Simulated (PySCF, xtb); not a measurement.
Br2Zr, SMILES [Br][Zr][Br], multiplicity 1.

xtb 6.7.1 with GFN2-xTB at its own geometry gives an orbital gap of 0.36 eV and a dipole moment of 3.45 D.

Geometry optimised at B3LYP-D3(BJ)/def2-SVP. The spin state was assumed, not searched. The def2 effective core potentials stand for the cores of Zr; spin–orbit coupling is left out.

**Question.** What does PySCF with PBE/def2-TZVPD give? (The exact figures need the calculation; the answer reports its results.)

**Answer.** gap 0.13 eV (levels -4.58 and -4.45 eV), dipole 0.88 D.
